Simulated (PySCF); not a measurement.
A calculated (TPSS, PySCF 2.14, Sapporo-DKH3-DZP-2012, scalar relativity by spin-free X2C-1e) atom or ion has these occupied shells.

| shell | electrons | orbital energy (eV) | rms radius, mean of both spins (bohr) |
| --- | --- | --- | --- |
| 1s α | 1 | -12534.2 | 0.0508 |
| 1s β | 1 | -12534.0 | 0.0508 |
| 2s α | 1 | -1633.0 | 0.212 |
| 2s β | 1 | -1633.0 | 0.212 |
| 2p α | 3 | -1438.1 | 0.189 |
| 2p β | 3 | -1437.9 | 0.189 |
| 3s α | 1 | -237.87 | 0.615 |
| 3s β | 1 | -237.70 | 0.615 |
| 3p α | 3 | -176.66 | 0.638 |
| 3p β | 3 | -176.46 | 0.638 |
| 3d α | 5 | -75.946 | 0.701 |
| 3d β | 5 | -75.667 | 0.701 |
| 4s α | 1 | -38.790 | 1.81 |
| 4s β | 1 | -36.358 | 1.81 |
| 4p α | 2 | -26.553 | 2.13 |

(1) Name the element and its charge.

Results:

(1) Se²⁺ (selenium, charge +2), in [Ar] 3d10 4s2 4p2, high-spin 3P determinant.
